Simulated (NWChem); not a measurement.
# C2H3B in NWChem

SMILES: C#CB
```xyz
6

B      0.0000     0.0000     1.4048
C      0.0000     0.0000    -0.1026
C      0.0000     0.0000    -1.3365
H      0.0000     0.0000    -2.4193
H     -1.0514     0.0000     2.0151
H      1.0514     0.0000     2.0151
```
Charge 0, spin multiplicity 1.

Everything below was run with NWChem. Structure: optimised with PBE/def2-SVP, a minimum by its harmonic frequencies. It is one conformer; others weren't searched.

Symmetry labels belong to the abelian group C2v used in the runs, with the axes of the coordinates shown.

The structure started from a generated list of species.

Q: List the lowest 4 singlet excitations that TD-PBE/aug-cc-pVDZ gives, with oscillator strengths.

A: 
```
state  symmetry  energy (eV)  wavelength (nm)      f
-----  --------  -----------  ---------------  -----
1            a2         3.45              360  0.000
2            a1         5.18              239  0.082
3            a2         5.66              219  0.000
4            b2         6.45              192  0.011
```
